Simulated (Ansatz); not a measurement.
Geometry optimisation, RKS PBE/def2-SVP in Ansatz.

Input file:

```yaml
crystal:
  periodic: [false, false, false]
  atoms:
    - { symbol: Ga, position_ang: [-1.3582, -0.275, -0.8572] }
    - { symbol: Si, position_ang: [0.7681, 0.4214, 0.6975] }
    - { symbol: S, position_ang: [-0.3434, -1.9497, -1.7924] }
    - { symbol: H, position_ang: [0.4912, -0.9427, -0.561] }
    - { symbol: H, position_ang: [-2.7397, 0.6126, -0.756] }
    - { symbol: H, position_ang: [2.2246, 0.3742, 0.4823] }
    - { symbol: H, position_ang: [0.4482, 1.8639, 0.7367] }
    - { symbol: H, position_ang: [0.5091, -0.1047, 2.0499] }
basis:
  gaussian: { orbitals: def2-SVP }
hamiltonian:
  xc: pbe
relax:
  f_tol: 0.15
  max_steps: 25
  restrain:
    - { distance: [3, 1], at: 1.42, k: 30.0 }
    - { distance: [0, 1], at: 3.63, k: 30.0 }
    - { distance: [3, 2], at: 2.66, k: 30.0 }
```

Command:

```bash
$ ansatz run input.yaml --threads 2 --pin off --max-ram 3072MiB --backend cpu --events-out ev --progress --plain --runs-dir out
```

Q: Where does it end, and by what steps?

A: The run converged. The restraints hold the end off the free minimum. After 5 steps the energy has fallen by 1.052 eV (the restraints' own energy left out); Ga1 moved furthest, 0.68 Å. Parted: Ga1–Si2. Joined: Si2–H4.

```tsv
step	energy less start (eV)	largest force component (eV/Å)	accepted
0	0.0000	1.035	yes
1	0.2847	2.092	yes
2	-0.0525	3.172	yes
3	-0.5816	2.320	yes
4	-1.0279	0.611	yes
5	-1.0520	0.819	yes
```

```xyz
8
Properties=species:S:1:pos:R:3
Ga -1.776 -0.569 -1.305
Si 1.016 0.401 0.807
S -0.648 -2.084 -2.049
H 0.444 -0.467 -0.219
H -2.641 0.582 -0.733
H 2.513 0.464 0.685
H 0.445 1.785 0.641
H 0.647 -0.113 2.173
```

Time of the run: 11 s on 2 threads of Arm Neoverse V1 (shared host), peak memory 0.14 GiB.
